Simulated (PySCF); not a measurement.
**How methods differ on the ionisation energy of Au(50+)**

Au(50+) [Ar] 3d10 4s1 [4s1/2^1, M_J = 1/2] → Au(51+) [Ar] 3d10, as a difference of total energies. Computed with PySCF 2.14 in an uncontracted even-tempered set (16 s from 7.4 bohr⁻², ratio 2.8; 13 p from 9.6 bohr⁻², ratio 2.8; 8 d from 17 bohr⁻², ratio 2.8; 4 f from 38 bohr⁻², ratio 3), with the two-component X2C-1e Hamiltonian. Correlated levels: [Ne] frozen; the 72 highest virtual spinors dropped. "Screened" scales the spin-orbit matrix elements by Boettger's factors to mimic the two-electron term; Breit and QED terms are absent.

```csv
method,ionisation energy (eV)
GHF (spin-free),2920.7
GMP2 (spin-free),2922.0
GHF (screened spin-orbit),2920.2
GMP2 (screened spin-orbit),2921.5
```

Breit and QED terms and the two-electron picture change are absent.

For comparison: 2941 ± 1 eV (semi-empirical (NIST evaluation); NIST Atomic Spectra Database, ionization energies).
